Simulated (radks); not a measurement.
Question: The mean radii <r> (bohr) of the occupied orbitals of an atom or ion are listed with their occupations. All-electron calculation, non-relativistic Kohn-Sham, exchange-only B88, spin-polarised, spherical densities, point nucleus. Program: a radial shooting solver on a logarithmic mesh with Libxc functionals.

orbital  occ.      <r>
1s up       1  0.08155
1s down     1  0.08155
2s up       1   0.3902
2s down     1   0.3902
2p up       3   0.3514
2p down     3   0.3514
3s up       1    1.277
3s down     1    1.275
3p up       3    1.446
3p down     3    1.436
4s up       1    5.060

Name the element and its charge. Open shells, if any, are filled with parallel spins first.

Answer: Z = 19, potassium, charge 0: K in [Ar] 4s1. The 1s radius gives Z: for a bare nucleus <r> = 1.5/Z, 0.07895 bohr for Z = 19, and screening makes it slightly larger (0.08155 here). The occupations add up to 19, and the charge is Z minus that.
